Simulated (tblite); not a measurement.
Species: C5H14N2.
Geometry (GFN2-xTB, Å), atoms numbered from 1 in this order:
```xyz
21
C5H14N2 angstrom
C     -3.0121    0.6989   -0.1993
C     -2.4277   -0.6853    0.0612
C     -0.9243   -0.7555   -0.2014
N     -0.1933   -0.0271    0.8219
N      1.1811   -0.3516    0.8308
C      2.0029    0.3826   -0.1207
C      3.4682    0.0249    0.0697
H     -2.6041    1.4287    0.4958
H     -2.7902    1.0227   -1.2148
H     -4.0925    0.6821   -0.0753
H     -2.6119   -0.9717    1.0971
H     -2.9220   -1.4109   -0.5877
H     -0.5859   -1.7918   -0.1330
H     -0.7163   -0.3948   -1.2226
H     -0.3416    0.9808    0.7092
H      1.5252   -0.1929    1.7760
H      1.8674    1.4774   -0.0226
H      1.6810    0.0945   -1.1265
H      3.5986   -1.0503   -0.0146
H      3.8134    0.3402    1.0522
H      4.0753    0.5159   -0.6863
```

All values are computed: GFN2-xTB (tblite) harmonic vibrations without scaling, gas phase. Against measured fundamentals such values can be off by several per cent, at times by over 20. One conformer, not necessarily the lowest.

Harmonic wavenumbers (cm⁻¹): 34.5, 63.0, 95.9, 122.3, 209.1, 220.3, 279.6, 288.7, 335.0, 409.8, 546.0, 786.1, 805.5, 837.9, 852.3, 919.2, 940.1, 944.5, 1020.0, 1081.7, 1096.1, 1122.5, 1127.8, 1145.2, 1161.2, 1185.1, 1235.6, 1252.4, 1264.4, 1331.0, 1333.3, 1348.0, 1396.2, 1405.2, 1409.9, 1419.3, 1475.9, 1483.2, 1490.6, 1496.0, 1499.3, 1504.9, 1511.8, 2779.7, 2825.7, 2952.0, 2976.7, 2984.0, 3000.8, 3023.5, 3028.8, 3033.7, 3041.6, 3042.6, 3053.4, 3194.0, 3311.6.

A = 8027, B = 952.8, C = 932.6 MHz; mass 102.116 u (most abundant isotopes); point group C1, symmetry number 1.

Problem. What is the zero-point energy?

Solution. ½Σν̃ = 41867 cm⁻¹ = 119.70 kcal/mol.

Problem. What is S at 500 K and 1 bar for an ideal gas of classical rigid rotors and harmonic oscillators?

Solution. Translation 42.38, rotation 29.74, vibration 46.92: S = 119.0 cal/(mol K).

Problem. And Cp and H(500 K) − H(0)?

Solution. Cp = 54.84 cal/(mol K), of which vibrations give 46.89 (their classical limit is 57 R = 113.3); H(500 K) − H(0) = 15.66 kcal/mol without the zero-point energy, 11.69 from vibrations.

Problem. Which modes carry the vibrational entropy at 500 K?

Solution. 34.5 cm⁻¹: 6.58; 63.0 cm⁻¹: 5.38; 95.9 cm⁻¹: 4.55; 122.3 cm⁻¹: 4.07; 209.1 cm⁻¹: 3.03; 220.3 cm⁻¹: 2.93 cal/(mol K); the other 51 give 20.38 together.

Problem. How do the functions run with temperature in this model?

Solution. 
| T (K) | S (cal/(mol K)) | Cp (cal/(mol K)) | H − H(0) (kcal/mol) | G − H(0) (kcal/mol) | ln q(vib) |
| --- | --- | --- | --- | --- | --- |
| 150 | 77.2 | 22.6 | 2.37 | -9.21 | 3.41 |
| 250 | 90.5 | 30.3 | 5.00 | -17.61 | 5.94 |
| 298.15 | 96.2 | 34.9 | 6.57 | -22.11 | 7.09 |
| 400 | 107.9 | 45.2 | 10.65 | -32.50 | 9.49 |
| 600 | 129.8 | 63.2 | 21.58 | -56.30 | 14.20 |
| 900 | 159.1 | 81.5 | 43.48 | -99.75 | 21.13 |

q(vib) and H(0) count from the zero-point level.

Problem. What must be added to the electronic energy to get the Gibbs energy at 500 K and 1 bar?

Solution. ZPE + [H(500 K) − H(0)] − T·S = 119.70 + 15.66 − 59.52 = 75.84 kcal/mol.

Problem. Blend soft modes into free rotors: weight 1/[1 + (100 cm⁻¹/ν̃)⁴] for the oscillator and the rest for a rotor with moment μB/(μ + B), μ = h/(8π²ν), B = 10⁻⁴⁴ kg m². What vibrational entropy results?

Solution. 42.52 cal/(mol K) in place of 46.92, which changes −T·S at 500 K by +2.20 kcal/mol.

Hindered rotation and anharmonicity are outside this model. Other conformers, if any are populated, would add a mixing term that is left out. The structure is chiral; the term R ln 2 for an equal mix with its mirror image is left out.
